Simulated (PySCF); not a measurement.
**Working out the ionisation energy of Br**

Br [Ar] 3d10 4s2 4p5 (2P) → Br⁺ [Ar] 3d10 4s2 4p4 (3P). Calculation: PySCF 2.14, in cc-pVDZ-DK (5s4p2d, 27 functions); scalar relativity by spin-free X2C-1e. Frozen: [Ar] 3d10. Energies in hartree (1 hartree = 27.21139 eV):

```tsv
part	Br (lower)	Br⁺ (upper)
UHF	-2604.298414	-2603.903032
CCSD correlation	-0.106083	-0.086982
(T)	-0.000821	-0.000779
```

Question: What does Hartree-Fock give?

Answer: (-2603.903032) − (-2604.298414) = 0.395382 hartree = 10.759 eV.

Question: What do CCSD and CCSD(T) give?

Answer: The CCSD correlation energies differ by 0.019101 hartree = 0.520 eV and the triples by 0.000042 hartree = 0.001 eV, so CCSD gives 11.279 eV and CCSD(T) 11.280 eV.

Measured between the centres of the two terms (NIST): 11.844 eV, so CCSD(T) (valence) is off by -0.564 eV.

A double-zeta basis recovers only part of the correlation energy.

What remains against the reference includes basis incompleteness, the frozen core and higher excitations.
